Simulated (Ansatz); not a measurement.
## Worked example: BH2Cl + CHBr2F → BH2F + CHBr2Cl

Species: BH2Cl `BCl`, singlet; CHBr2F `FC(Br)Br`, singlet; BH2F `BF`, singlet; CHBr2Cl (chlorodibromomethane) `ClC(Br)Br`, singlet. The partners trade Cl for F: B–Cl and C–F bonds give way to B–F and C–Cl.

Shapes, held fixed at every level: PBE0-D4/def2-TZVP. Programs: Ansatz 0.2.0. The zero-point and thermal change to 298 K, harmonic and unscaled (PBE0-D4/def2-TZVP), is +0.1 kJ/mol.

At CCSD(T)/def2-TZVPP; 1 Eh = 2625.50 kJ/mol:

```
species   energy (Eh)
  BH2Cl   -485.727891
 CHBr2F  -5283.774106
   BH2F   -125.759518
CHBr2Cl  -5643.761197
```

**Question.** Work out ΔH(298 K) of the reaction at this level.

**Answer.** 
1. Products less reactants: (-125.759518) + (-5643.761197) − [(-485.727891) + (-5283.774106)] = -0.018718 Eh = -49.1 kJ/mol.
2. With the thermal change: -49.1 + (+0.1) = -49.0 kJ/mol.

Other levels give -58.2 (MP2/def2-TZVPP) to -38.2 kJ/mol (r2SCAN-D4/def2-TZVPP). No measured value is set beside it here. Relativity is left out for Br. Outer-core shells of Br are correlated in most correlated rows, in sets that cover them unevenly.
